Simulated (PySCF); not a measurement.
A species of formula C4H5NOSi has this rotational fingerprint, computed with PBE0-D3(BJ)/def2-SVP geometry optimisation, gas phase in PySCF 2.14.0:

| Item | Value |
| --- | --- |
| Rotational constants | A = 4722, B = 1572, C = 1423 MHz |
| Dipole components | \|μa\| = 4.33 D, \|μb\| = 1.29 D, \|μc\| = 0.65 D |
| Inertial defect | -73.48 u·Å² |
| κ | -0.91 |

Question: Which structure is it? (One computed conformer of each.)
A. `[CH3:1][O:2][SiH2:3][C:4]#[C:5][C:6]#[N:7]` with C1–O2–Si3–C4 179°
B. `[N:1]#[C:2]/[CH:3]=[C:4](\[SiH3:5])[CH:6]=[O:7]` with C3–C4–C6–O7 180°
C. `[CH3:1][C:2]#[C:3][Si@@H:4]([OH:5])[C:6]#[N:7]` with C3–Si4–O5–H 49°
D. `[Si@@H]1(OCC=C1)C#N`

Answer: D. It is N#C[Si@@H]1C=CCO1, a near-prolate asymmetric top, point group C1. The candidates at the same level (rigid rotor, commonest isotopes):

```tsv
SMILES	A (MHz)	B (MHz)	C (MHz)	μa (D)	μb (D)	μc (D)	Δ (u·Å²)	point group	rotor
CO[SiH2]C#CC#N	10202	709.7	671.7	4.92	1.11	0.03	-9.25	–	near-prolate asymmetric top
CC#C[Si@@H](O)C#N	3297	1145	905.6	4.48	1.65	0.75	-36.49	C1	asymmetric top
N#C/C=C(\[SiH3])C=O	3872	1366	1022	0.78	1.68	0.00	-6.04	Cs	asymmetric top
N#C[Si@@H]1C=CCO1	4722	1572	1423	4.33	1.29	0.65	-73.48	C1	near-prolate asymmetric top
```

`CO[SiH2]C#CC#N` has A 116 % too high; `N#C/C=C(\[SiH3])C=O` has C 28 % too low; `CC#C[Si@@H](O)C#N` has C 36 % too low. No structure here is proved a minimum.
